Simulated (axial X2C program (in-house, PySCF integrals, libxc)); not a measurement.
Density and ELF of WN⁻

All values were computed with an axial X2C code built on PySCF integrals. Spin-free means the one-electron spin-free X2C Hamiltonian. Basis: W dyall-acv3z [14s15p10d7f4g], N dyall-av3z [7s7p3d2f] (cores contracted in-house); Gaussian nuclei, density fitting, unrestricted open shells. Masses: W 183.951 u, N 14.003 u.

PBE0, spin-free, state M_S = 1, Λ = 0 (beyond evenly filled blocks: δ+α, δ-α); W at z = 0, N at z = 1.665 Å.

The maps cover the half plane through the axis: z from -2.4 to 3.9 Å along the bond, ρ from 0.15 to 2.25 Å away from it (steps of 0.3 Å, the bottom row nearest the axis).

log10 of the density in e/bohr³:

digits 0 to 9 span -4.59 to 1.80 evenly
```
1222233333222221111000
2222333333333222211100
2223333444333333222110
2233344444444443332211
2333444555544444433211
2333445666555555443221
3334456777666666543321
3334457898766776544321
```

Electron localisation function (collinear form, no current term, damped to 0 at low density):

digits 0 to 9 span 0.00 to 1.00 evenly
```
2456665543210000000000
4666666554211110000000
6766555544322222110000
7765433443223444332100
7753212343235666653200
7642113565237788875310
7642135434448778886420
7642256525447118987520
```

Axial spin density in 10⁻³ e/bohr³:

digits 0 to 9 span -7.85 to 7.85 evenly, values beyond are clipped
```
4444455555555554444445
4444555666655554444445
4444557888765544444444
4444569999975444444444
4444589999985434444444
4444589999994002444444
4444589999970000344445
4444579293960000444445
```

The state is one determinant whose occupation by symmetry is held fixed; it was picked as the lowest of a PBE0 search that is not exhaustive. Other states lie close and PBE0, whose exact exchange favours high spin, may order them wrongly; the determinant shown need not be the ground state. The nearest other spin-free determinant of the search, M_S = 0, Λ = 4, lies 0.86 eV up at the distance of the search. The highest occupied level of some functionals is positive through self-interaction error; at Hartree–Fock it is bound. The determinant is spin-polarised beyond a pure state at some levels (its spin-free form has ⟨S²⟩ too high), which makes Re and μ there less reliable.
